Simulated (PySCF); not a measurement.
Give a PBE0-D3(BJ)/def2-SVP geometry of `[B](F)(F)[GeH2][BH2]`.

```
atom  x, y, z in Å
B1     1.5698   -0.6577    0.0715
Ge2    0.0917    0.7054   -0.3306
B3    -1.6860   -0.3141    0.0182
F4    -2.1880   -0.4319    1.2311
F5    -2.3421   -0.9059   -0.9591
H6     1.9667   -0.8119    1.2006
H7     2.0046   -1.3676   -0.8024
H8     0.1296    1.9235    0.6113
H9     0.0899    1.1903   -1.7917
```

Orientation and origin are arbitrary. Atoms count from 1 in this order. B3 (three-coordinate boron) is planar (angles 121.6°, 121.4° and 116.9°, sum 360.0°, 0.01 Å off the plane of its three neighbours). The B–Ge distances run from 2.051 Å (B1–Ge2, drawn single) to 2.079 Å (Ge2–B3, drawn single), a spread of 0.028 Å. B1 (three-coordinate boron) is planar (angles 120.6°, 120.4° and 118.9°, sum 359.9°, 0.03 Å off the plane of its three neighbours). Ge2 (germanium bonded to 2 B and 2 H) is distorted tetrahedral (angles from 104.9° to 113.4°).

Bonds between heavy atoms (Å): B1–Ge2 2.051, Ge2–B3 2.079, B3–F4 1.318, B3–F5 1.318.

Computed, not measured: PySCF, PBE0-D3(BJ)/def2-SVP geometry optimisation, gas phase.

Point group: near Cs, missed by 0.20 Å at most; the miss may be what the optimiser left on a soft mode. No PBE0-D3(BJ)/def2-SVP frequencies stand behind this structure, so it isn't proved a minimum. One conformer, not necessarily the lowest (H–B1–Ge2–B3 -85° and 91°, B1–Ge2–B3–F4 83°).
